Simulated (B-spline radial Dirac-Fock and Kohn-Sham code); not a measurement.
## Ionisation of each subshell: Te²⁻

System: the Te²⁻ ion in the configuration [Kr] 4d10 5s2 5p6, inside a Watson sphere of charge +2 and radius 2.21 Å (a model of the Madelung potential; inside it an electron's potential energy is lowered by 13.0 eV); nuclear rms radius 4.7423 fm (A = 130).

These are calculated numbers from a radial atomic solver; the model is Dirac-Fock energy differences between relaxed states, corrected for Breit and QED terms. The model has no electron correlation. Energies are counted from the vacuum level.

All terms are in eV, carry their sign (relaxation lowers the binding energy) and add up to the binding energy; ⟨r⟩ is the mean radius of the orbital in the initial state.

```csv
subshell,−ε (Koopmans),relaxation,Gaunt,retardation,QED,binding energy,⟨r⟩ (bohr)
K,31995.7,-69.25,-78.61,6.33,-36.79,31817.4,0.028
L1,5000.2,-38.13,-7.19,0.41,-4.61,4950.7,0.119
L2,4671.0,-41.69,-12.90,1.44,0.34,4618.2,0.101
L3,4395.4,-40.39,-9.23,1.71,-0.17,4347.3,0.106
M1,1034.5,-17.72,-0.97,0.03,-0.94,1014.9,0.320
M2,898.0,-18.24,-1.93,0.20,0.07,878.1,0.311
M3,845.2,-17.70,-1.24,0.25,-0.03,826.5,0.322
M4,607.4,-19.30,-0.53,0.02,0.09,587.6,0.294
M5,596.5,-19.08,-0.24,0.02,0.06,577.3,0.297
N1,190.7,-7.28,-0.12,0.00,-0.18,183.1,0.766
N2,141.6,-6.99,-0.28,0.03,0.02,134.4,0.804
N3,131.5,-6.74,-0.15,0.04,0.00,124.6,0.831
N4,51.29,-5.99,0.01,-0.01,0.02,45.32,0.963
N5,49.71,-5.90,0.05,-0.01,0.02,43.87,0.975
O1,19.05,-1.26,0.00,0.00,-0.02,17.78,2.268
O2,8.44,-0.91,-0.01,0.00,0.00,7.52,2.889
O3,7.65,-0.79,0.00,0.00,0.00,6.86,3.052
```

For the deepest level, K (1s), the Breit terms make up -0.227 % of the binding energy, QED -0.116 % and orbital relaxation -0.218 %.

Spin-orbit splittings: 2p 270.9 eV, 3p 51.62 eV, 3d 10.39 eV, 4p 9.75 eV, 4d 1.45 eV, 5p 0.66 eV.
